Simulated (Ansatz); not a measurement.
# Strength of the O–Mg bond: C3H8MgO → C3H7O + MgH

Species: C3H8MgO `CC(C)[O][MgH]`, singlet; C3H7O `CC(C)[O]`, doublet; MgH, doublet. 

Shapes, held fixed at every level: PBE0-D4/def2-TZVP. Flexible molecules stand in one conformer, not always the lowest. Programs: Ansatz 0.2.0. The zero-point and thermal change to 298 K, harmonic and unscaled (PBE0-D4/def2-TZVP), is -11.7 kJ/mol.

| level | kind | ΔH(298 K) (kJ/mol) | less CCSD(T)/def2-TZVPP | CPU time (sum over the molecules) |
| --- | --- | --- | --- | --- |
| MP2/def2-SVP | perturbation theory | +439.1 | +31.5 | – |
| SPW92/def2-TZVPP | LDA | +432.8 | +25.2 | 16 s |
| r2SCAN-D4/def2-TZVPP | meta-GGA | +382.8 | -24.8 | 62 s |
| B3LYP-D4/def2-TZVPP | global hybrid | +387.5 | -20.1 | 51 s |
| B2PLYP/def2-TZVPP | double hybrid | +402.1 | -5.5 | 61 s |
| CCSD/def2-TZVPP | coupled cluster or CI | +398.9 | -8.7 | – |
| CCSD(T)/def2-TZVPP | coupled cluster or CI | +407.6 | 0.0 | 53 min |

The highest level, CCSD(T)/def2-TZVPP, gives ΔH(298 K) = +407.6 kJ/mol; the levels span +382.8 to +439.1. The column of differences is taken from that level and isn't an error. No measured value is set beside it here. Open shells run unrestricted. Outer-core shells of Mg are correlated in most correlated rows, in sets that cover them unevenly. Times are processor times on shared x86 and Arm servers, and rough.
